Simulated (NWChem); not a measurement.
System: CH3FGeO, singlet; SMILES C[O][Ge][F]

```xyz
7

Ge     0.3496     0.6954     0.0000
F     -1.4190     0.6590     0.0000
O      0.6340    -1.0517     0.0000
C     -0.3061    -2.0979     0.0000
H     -0.1554    -2.7301    -0.8908
H     -0.1554    -2.7301     0.8908
H     -1.3421    -1.7231     0.0000
```
Atoms are numbered in this order, from 1.

All runs: NWChem. Low-valent species are run as closed-shell singlets; no triplet was tried in these runs. All runs use the structure optimised with PBE0/def2-SVP. Ions are spin-unrestricted doublets at the neutral geometry; other ion states weren't tried.

Q: Predict the results for PBE/def2-SVP. Quantities: vertical ionisation energy, ΔSCF (eV); −ε(HOMO) (eV).

A: 
```yaml
vertical ionisation energy, ΔSCF (eV): 10.07
"−ε(HOMO) (eV)": 6.76
```
